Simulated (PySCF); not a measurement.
PySCF job for BiF2, SMILES [F][Bi+][F] (connectivity only; charge and spin as stated), charge +1, multiplicity 1, IEF-PCM-PBE0/def2-SVP. Geometry optimised at PBE0-D3(BJ)/def2-TZVP. The spin state was assumed, not searched. The isomer is the one that the SMILES or the coordinates give; other isomers of the formula were not compared. The def2 effective core potentials stand for the cores of Bi; spin–orbit coupling is left out.

```python
import numpy as np
from pyscf import gto, scf, dft
from pyscf.solvent import pcm

mol = gto.M(
    atom='''
    Bi    0.00000000   -0.00000000    0.23268529
    F     0.00000000   -1.42824592   -1.07293771
    F     0.00000000    1.42824593   -1.07293771
    ''',
    basis='def2-SVP',
    ecp={'Bi': 'def2-svp'},
    charge=1,
    spin=0,
    max_memory=1600,
    verbose=3,
)
mf = dft.RKS(mol, xc='pbe0').density_fit(auxbasis='def2-universal-jkfit')
mf.grids.level = 3
mf.conv_tol = 1e-9
mf.max_cycle = 100
mf.kernel()
res = {}
for name, eps in {'water': 78.355, 'N,N-dimethylformamide': 37.219, '2-propanol': 19.264}.items():
    s = mf.PCM()
    s.with_solvent.method, s.with_solvent.eps, s.with_solvent.lebedev_order = 'IEF-PCM', eps, 29
    s.kernel(mf.make_rdm1())
    res[name] = (s.e_tot, eps, s.dip_moment(), s.mo_energy, s.converged)
    print(f'{name}: electrostatic solvation free energy {(s.e_tot - mf.e_tot) * 627.509474:.3f} kcal/mol')
```

Output:

```
converged SCF energy = -413.67578767143

WARN: PCM is an experimental feature. It is still in testing.
Features and APIs may be changed in the future.

converged SCF energy = -413.801634038862

WARN: System has nonzero charge 1; the dipole moment is origin-dependent.
Location of origin: [0. 0. 0.]

Dipole moment(X, Y, Z, Debye): -0.00000, -0.00000,  5.50103
water: electrostatic solvation free energy -78.970 kcal/mol

WARN: PCM is an experimental feature. It is still in testing.
Features and APIs may be changed in the future.

converged SCF energy = -413.799607087892

WARN: System has nonzero charge 1; the dipole moment is origin-dependent.
Location of origin: [0. 0. 0.]

Dipole moment(X, Y, Z, Debye):  0.00000, -0.00000,  5.47558
N,N-dimethylformamide: electrostatic solvation free energy -77.698 kcal/mol

WARN: PCM is an experimental feature. It is still in testing.
Features and APIs may be changed in the future.

converged SCF energy = -413.796033081494

WARN: System has nonzero charge 1; the dipole moment is origin-dependent.
Location of origin: [0. 0. 0.]

Dipole moment(X, Y, Z, Debye): -0.00000, -0.00000,  5.43139
2-propanol: electrostatic solvation free energy -75.455 kcal/mol
```

Self-consistency was reached.
